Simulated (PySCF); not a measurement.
C2H3B. Atoms are numbered in the order given.

```xyz
6

B      0.0000     0.0000    -1.3921
C      0.0000     0.0000     0.1078
C      0.0000     0.0000     1.3174
H      0.0000     0.0000     2.3811
H      0.0000    -1.0307    -1.9858
H      0.0000     1.0307    -1.9858
```
Charge 0, spin multiplicity 1.

Geometry: B3LYP-D3(BJ)/def2-TZVP.

The numbers are results of r2SCAN/def2-TZVPD (PySCF), not measurements.

Symmetry labels are those of the subgroup C2v that the program uses (full group C2v).

Q: List the valence orbital energies around the gap with their symmetry. (The exact figures need the calculation; the answer reports its results.)

A: 
```tsv
orbital	symmetry	energy (eV)
HOMO−7	A1	-180.90
HOMO−6	A1	-19.92
HOMO−5	A1	-15.11
HOMO−4	A1	-13.32
HOMO−3	A1	-10.11
HOMO−2	B2	-9.45
HOMO−1	B1	-7.99
HOMO	B2	-7.09
LUMO	B1	-3.06
LUMO+1	B2	-0.04
LUMO+2	A1	0.84
LUMO+3	B1	1.35
```
